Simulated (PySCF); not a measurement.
System: F2Si, singlet: symmetric bend, bond length relaxed. Scanned: F-Si-F angle. Other coordinates (Si-F bond length) were minimised at PBE0/def2-TZVP.

Levels: RHF/cc-pVTZ (PySCF); CCSD(T) on RHF/cc-pVTZ, 7 core orbitals frozen (PySCF).

Energies relative to the lowest point of each profile, in kJ/mol:

| a / ° | RHF |
|---|---|
| 180 | 245.8 |
| 170 | 236.9 |
| 160 | 211.4 |
| 150 | 172.7 |
| 140 | 127.0 |
| 130 | 80.9 |
| 120 | 40.6 |
| 110 | 11.8 |
| 100 | 0.0 |
| 90 | 12.7 |
| 80 | 63.5 |

**Question.** Estimate the CCSD(T) values at these points.

**Answer.** 180: 180.7; 170: 175.3; 160: 158.7; 150: 131.6; 140: 97.6; 130: 62.0; 120: 30.4; 110: 7.9; 100: 0.0; 90: 13.6; 80: 60.5 (kJ/mol).
